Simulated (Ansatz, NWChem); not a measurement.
# Worked example: vertical ionisation energy of AgCl (silver chloride)

The species is AgCl (2 atoms), meant as a singlet with charge 0. SMILES: `[Cl][Ag]`. The shape is that of a PBE0-D4/def2-TZVP optimisation.

```tsv
atom	x (Å)	y (Å)	z (Å)
Cl	0.9876	-0.3775	0.4910
Ag	-0.9581	0.3174	-0.4870
```

Both states at this one shape; open shells run unrestricted unless said. 1 Eh = 27.2114 eV.

| level | program | singlet AgCl (Eh) | doublet AgCl+ (Eh) | HOMO of the first (eV) |
| --- | --- | --- | --- | --- |
| HF/def2-TZVPP (core potential) | Ansatz | -605.672452 | -605.356373 | -10.35 |
| SVWN5/def2-TZVPP (core potential) | Ansatz | -605.497279 | -605.115757 | -6.58 |
| wB97X/def2-TZVPP (core potential) | NWChem | -607.254788 | -606.887310 | -9.88 |
| B2PLYP/def2-TZVPP (core potential), 5 core orbitals frozen | NWChem | -607.019929 | -606.652274 | -8.57 |

Task: Work out the vertical ionisation energy at each level.

Result: 
1. HF/def2-TZVPP (core potential): -605.356373 − (-605.672452) = 0.316079 Eh = 8.60 eV; −ε(HOMO) = 10.35 eV.
2. SVWN5/def2-TZVPP (core potential): -605.115757 − (-605.497279) = 0.381522 Eh = 10.38 eV; −ε(HOMO) = 6.58 eV.
3. wB97X/def2-TZVPP (core potential): -606.887310 − (-607.254788) = 0.367478 Eh = 10.00 eV; −ε(HOMO) = 9.88 eV.
4. B2PLYP/def2-TZVPP (core potential): -606.652274 − (-607.019929) = 0.367655 Eh = 10.00 eV; −ε(HOMO) = 8.57 eV.

No measured value is set beside it here; the levels span 8.60 to 10.38 eV. In Hartree–Fock, −ε(HOMO) (Koopmans) exceeds the difference of totals by the orbital relaxation of the ion. In semi-local functionals −ε(HOMO) lies far under the ionisation energy, a result of self-interaction, while the difference of totals does much better. Hartree–Fock favours the state with fewer electron pairs, since it lacks pair correlation. Spin-orbit coupling, which splits open shells on such heavy atoms by tenths of an eV, is left out.
